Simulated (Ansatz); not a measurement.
Steps of a relaxation of CH6FGeNO (`[NH2][GeH]([OH])[CH2]F`) with RKS PBE0-D4/def2-TZVP.

```sh
$ ansatz run in.yaml --threads 4 --pin off --events-out ev --progress --plain --max-ram 10444MiB
```

```yaml
crystal:
  periodic: [false, false, false]
  atoms:
    - {symbol: N, position_ang: [-0.908788, 1.388630, -0.161268]}
    - {symbol: Ge, position_ang: [-0.392568, -0.354552, -0.464016]}
    - {symbol: O, position_ang: [0.475611, -0.393752, -2.044336]}
    - {symbol: C, position_ang: [0.851935, -0.798324, 1.027410]}
    - {symbol: F, position_ang: [1.299328, 0.393377, 1.603107]}
    - {symbol: H, position_ang: [-0.541858, 1.746891, 0.728096]}
    - {symbol: H, position_ang: [-1.910858, 1.589742, -0.229051]}
    - {symbol: H, position_ang: [-1.552497, -1.376307, -0.615262]}
    - {symbol: H, position_ang: [0.688036, 0.530810, -2.278868]}
    - {symbol: H, position_ang: [1.724504, -1.377046, 0.652018]}
    - {symbol: H, position_ang: [0.332456, -1.406370, 1.802771]}
basis:
  gaussian: {orbitals: def2-TZVP}
hamiltonian: {xc: pbe0, dispersion: d4}
relax: {f_tol: 0.005, max_steps: 150}
```

Positions (Å) and forces (eV/Å) along the path, 11 of 16 steps:

```xyz
11
step=1 energy=-63896.1245 eV
N    -0.909    1.389   -0.161   -0.303    0.001    0.435
Ge   -0.393   -0.355   -0.464    0.104    0.107   -0.232
O     0.476   -0.394   -2.044   -0.119    0.771    0.365
C     0.852   -0.798    1.027    0.028   -0.465   -0.037
F     1.299    0.393    1.603   -0.054   -0.370   -0.067
H    -0.542    1.747    0.728   -0.271   -0.193   -0.578
H    -1.911    1.590   -0.229    0.646   -0.135    0.045
H    -1.552   -1.376   -0.615    0.180    0.168    0.037
H     0.688    0.531   -2.279   -0.123   -0.721    0.131
H     1.725   -1.377    0.652   -0.420    0.408    0.256
H     0.332   -1.406    1.803    0.330    0.430   -0.355
11
step=3 energy=-63896.1753 eV
N    -0.922    1.383   -0.164   -0.005   -0.062    0.042
Ge   -0.394   -0.343   -0.449    0.010    0.048   -0.025
O     0.473   -0.384   -2.006   -0.038    0.005    0.068
C     0.849   -0.808    1.014    0.006   -0.001   -0.004
F     1.320    0.357    1.611   -0.002    0.008   -0.005
H    -0.572    1.772    0.701    0.009    0.022   -0.009
H    -1.909    1.574   -0.250   -0.019    0.016   -0.025
H    -1.545   -1.352   -0.593   -0.013   -0.009   -0.009
H     0.706    0.515   -2.251    0.029    0.007   -0.048
H     1.704   -1.364    0.625    0.033   -0.020    0.000
H     0.355   -1.407    1.783   -0.010   -0.014    0.014
11
step=4 energy=-63896.1765 eV
N    -0.929    1.383   -0.159    0.005   -0.038    0.032
Ge   -0.393   -0.340   -0.445   -0.022    0.005    0.000
O     0.471   -0.384   -2.001   -0.002    0.003    0.003
C     0.853   -0.812    1.013   -0.008    0.031   -0.008
F     1.325    0.352    1.612    0.011    0.018    0.011
H    -0.581    1.783    0.700    0.010    0.016    0.001
H    -1.913    1.578   -0.258   -0.010    0.005   -0.016
H    -1.545   -1.348   -0.592   -0.008   -0.007   -0.002
H     0.710    0.511   -2.255    0.020    0.008   -0.031
H     1.708   -1.369    0.624    0.018   -0.018   -0.012
H     0.358   -1.411    1.782   -0.014   -0.023    0.023
11
step=5 energy=-63896.1768 eV
N    -0.937    1.375   -0.145    0.022   -0.040    0.006
Ge   -0.396   -0.343   -0.442    0.030    0.083   -0.044
O     0.469   -0.374   -1.999   -0.012   -0.050   -0.004
C     0.855   -0.811    1.014   -0.003   -0.032   -0.013
F     1.351    0.353    1.592   -0.006    0.008    0.003
H    -0.598    1.782    0.714   -0.006    0.006    0.002
H    -1.914    1.581   -0.276   -0.028    0.019    0.008
H    -1.546   -1.353   -0.598    0.016   -0.006   -0.001
H     0.726    0.515   -2.258   -0.012    0.004    0.032
H     1.698   -1.388    0.624   -0.008    0.003    0.006
H     0.357   -1.394    1.794    0.007    0.005    0.006
11
step=6 energy=-63896.1772 eV
N    -0.938    1.377   -0.144   -0.009   -0.013   -0.005
Ge   -0.394   -0.338   -0.445   -0.005    0.006    0.013
O     0.468   -0.381   -2.001   -0.003    0.002   -0.009
C     0.854   -0.811    1.013    0.003   -0.010   -0.007
F     1.343    0.353    1.598    0.004    0.008    0.005
H    -0.595    1.786    0.713    0.001   -0.005   -0.004
H    -1.917    1.582   -0.267    0.009    0.004    0.002
H    -1.542   -1.352   -0.598    0.002    0.002    0.000
H     0.728    0.507   -2.261    0.002   -0.001    0.008
H     1.700   -1.382    0.623   -0.003    0.002    0.004
H     0.357   -1.399    1.790   -0.002    0.004   -0.006
11
step=8 energy=-63896.1774 eV
N    -0.941    1.373   -0.140    0.000    0.008    0.003
Ge   -0.397   -0.340   -0.446    0.001   -0.004   -0.008
O     0.459   -0.379   -2.007    0.002    0.011   -0.004
C     0.854   -0.809    1.010   -0.001    0.003    0.003
F     1.348    0.356    1.590    0.000   -0.004   -0.001
H    -0.595    1.782    0.715   -0.002    0.000    0.002
H    -1.918    1.585   -0.267    0.000    0.000   -0.002
H    -1.541   -1.356   -0.599    0.002   -0.002    0.000
H     0.743    0.507   -2.249   -0.004   -0.014    0.006
H     1.699   -1.385    0.623   -0.001    0.001    0.000
H     0.355   -1.391    1.791    0.002    0.001    0.000
11
step=10 energy=-63896.1775 eV
N    -0.943    1.371   -0.133    0.002    0.007    0.001
Ge   -0.400   -0.340   -0.446    0.000   -0.004   -0.005
O     0.446   -0.378   -2.013    0.008    0.032   -0.003
C     0.855   -0.807    1.007    0.003    0.006    0.003
F     1.356    0.359    1.579   -0.002   -0.006   -0.002
H    -0.609    1.774    0.730   -0.003    0.000    0.000
H    -1.915    1.594   -0.279    0.003   -0.002    0.000
H    -1.541   -1.361   -0.598    0.000   -0.001   -0.001
H     0.762    0.502   -2.239   -0.011   -0.033    0.007
H     1.695   -1.389    0.620    0.000    0.000    0.001
H     0.357   -1.382    1.793    0.001    0.000   -0.002
11
step=11 energy=-63896.1775 eV
N    -0.942    1.373   -0.132   -0.001    0.002    0.001
Ge   -0.401   -0.340   -0.446    0.001   -0.002   -0.001
O     0.440   -0.379   -2.014    0.007    0.030   -0.004
C     0.856   -0.806    1.006    0.002    0.003    0.003
F     1.357    0.359    1.579   -0.002   -0.002   -0.001
H    -0.616    1.771    0.737   -0.003   -0.002   -0.004
H    -1.912    1.598   -0.287    0.005   -0.001    0.001
H    -1.541   -1.362   -0.596    0.000    0.000    0.001
H     0.767    0.498   -2.236   -0.008   -0.027    0.003
H     1.696   -1.387    0.617    0.000    0.000   -0.001
H     0.360   -1.383    1.791    0.000   -0.001    0.000
11
step=12 energy=-63896.1776 eV
N    -0.940    1.374   -0.131   -0.001   -0.001    0.003
Ge   -0.402   -0.339   -0.445   -0.006    0.002    0.002
O     0.435   -0.380   -2.016    0.003    0.010    0.001
C     0.857   -0.805    1.006    0.003    0.000   -0.002
F     1.353    0.359    1.583    0.000    0.001    0.001
H    -0.619    1.769    0.740   -0.001   -0.001   -0.004
H    -1.909    1.600   -0.291    0.004    0.001    0.001
H    -1.542   -1.361   -0.593    0.001    0.000   -0.002
H     0.771    0.494   -2.235   -0.003   -0.011    0.000
H     1.699   -1.382    0.615    0.001    0.000    0.001
H     0.362   -1.387    1.789   -0.001    0.000   -0.001
11
step=14 energy=-63896.1776 eV
N    -0.936    1.376   -0.131   -0.003   -0.003   -0.001
Ge   -0.403   -0.339   -0.444    0.001    0.005    0.000
O     0.429   -0.385   -2.017   -0.003   -0.009    0.001
C     0.857   -0.804    1.005    0.001   -0.005    0.003
F     1.339    0.360    1.596   -0.002   -0.001   -0.001
H    -0.619    1.768    0.743    0.002    0.000    0.001
H    -1.903    1.607   -0.296    0.000    0.001   -0.001
H    -1.545   -1.359   -0.590    0.000    0.000    0.001
H     0.771    0.485   -2.238    0.003    0.008   -0.001
H     1.707   -1.367    0.611   -0.002    0.002    0.001
H     0.368   -1.400    1.781    0.002    0.002   -0.002
11
step=16 energy=-63896.1776 eV
N    -0.934    1.377   -0.131   -0.001    0.000    0.000
Ge   -0.405   -0.339   -0.444    0.000    0.002    0.000
O     0.425   -0.388   -2.018    0.001   -0.002   -0.002
C     0.858   -0.803    1.005    0.001   -0.002    0.003
F     1.329    0.360    1.605   -0.001   -0.003   -0.001
H    -0.617    1.768    0.744    0.000    0.000    0.000
H    -1.900    1.611   -0.298    0.000    0.000    0.000
H    -1.548   -1.358   -0.587    0.000    0.000    0.000
H     0.773    0.480   -2.239   -0.001    0.001    0.001
H     1.713   -1.356    0.607   -0.003    0.002    0.001
H     0.372   -1.409    1.775    0.002    0.002   -0.002
```

Run time 63 s (4 threads of an Arm Neoverse V2 on a shared host); peak host memory 0.6 GiB.
